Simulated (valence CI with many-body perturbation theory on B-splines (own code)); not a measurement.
The numbers below are computed, except where a source is named.
## Au⁵⁷⁺: magnetic and hyperfine properties of the levels

Method: relativistic CI+MBPT: four valence electrons over a frozen Dirac-Fock core [Ar], radial functions for each j: 9 s, 9 p, 10 d, 8 f, 5 g, 3 h, 1 i, with the one-electron correlation potential Σ1, the two-electron term Σ2, the three-electron term Σ3, Breit, model QED; selected CI, second order for the rest (own B-spline code, finite nucleus).

The last digits are not significant, and no measured levels were compared; by estimate large intervals hold to a few tenths of a per cent, small ones and those within an open d or f shell to about a per cent. The list stops below the first excitations out of the core. Only levels of the ground parity were solved; by the run's estimate the other parity begins above the list, which can be wrong where configurations are misplaced.

A/g_I is the dipole constant over the nuclear g factor μ/I (μ in nuclear magnetons, uniformly magnetised nucleus), B/Q the quadrupole constant per barn. Both hold the static response of the core; the bare values leave it out. Large factors of s and p1/2 electrons are usually good to 5 to 10 %; those of open d and f shells near neutrality can be off by tens of per cent, and small factors of p3/2, d and f electrons come from cancelling terms and can be off by a factor of two or in sign, in half-filled shells by more. B is blank for J = 1/2, where it vanishes, and for nearly pure S terms. Energies count from the lowest level. Levels with J = 0 are left out.

Levels are named by their leading jj configuration (3d3/2^4 stands for four electrons in 3d with j = 3/2), which in mixed levels can hold well under half, so a name can repeat and another be missing. Letters in brackets count levels of one name in rising energy.

```
                    Level  E (cm⁻¹)      g  A/g_I (MHz)  A/g_I bare  B/Q (MHz/b)  B/Q bare
      (3d3/2^3 3d5/2) J=1    724730  1.488       -10100       -8170        23300     23400
      (3d3/2^3 3d5/2) J=4    826380  1.052        80600       81000         9040      8850
      (3d3/2^3 3d5/2) J=2    860570  1.179        55300       56100        78800     79500
      (3d3/2^3 3d5/2) J=3    888640  1.099        72900       73500        64200     64700
(3d3/2^2 3d5/2^2) J=2 [a]   1525200  1.303        18500       19800        40900     41200
(3d3/2^2 3d5/2^2) J=4 [a]   1548200  1.132        64500       65100       -30500    -31000
(3d3/2^2 3d5/2^2) J=3 [a]   1567300  1.182        50500       51300        12300     12400
    (3d3/2^2 3d5/2^2) J=5   1595300  1.076        72700       73200        65200     65600
    (3d3/2^2 3d5/2^2) J=6   1618600  1.062        77600       78000        82900     83500
    (3d3/2^2 3d5/2^2) J=1   1647400  1.044        87700       88100        13400     13500
(3d3/2^2 3d5/2^2) J=3 [b]   1668700  1.048        84100       84500        14300     14400
(3d3/2^2 3d5/2^2) J=4 [b]   1673700  1.026        83200       83500       -19700    -19800
(3d3/2^2 3d5/2^2) J=2 [b]   1692500  1.069        75900       76400        37000     37300
(3d3/2^2 3d5/2^2) J=2 [c]   1804700  0.958       103000      103000        -9530     -9670
(3d3/2^2 3d5/2^2) J=4 [c]   1851500  1.170        56500       57300       124000    125000
(3d3/2^2 3d5/2^2) J=2 [d]   1968100  1.103        73400       74000       -49500    -49800
```

(1) Take the isotope of mass number 197, with I = 3/2, μ = 0.1452 μN and Q = 0.547 b. What is the hyperfine structure of (3d3/2^2 3d5/2^2) J=3 [a]?

Results:

(1) From the table A = 4890 MHz, B = 6730 MHz. Shifts from the centre of gravity in MHz: F = 3/2: -25300, F = 5/2: -18100, F = 7/2: -3360, F = 9/2: 23700.
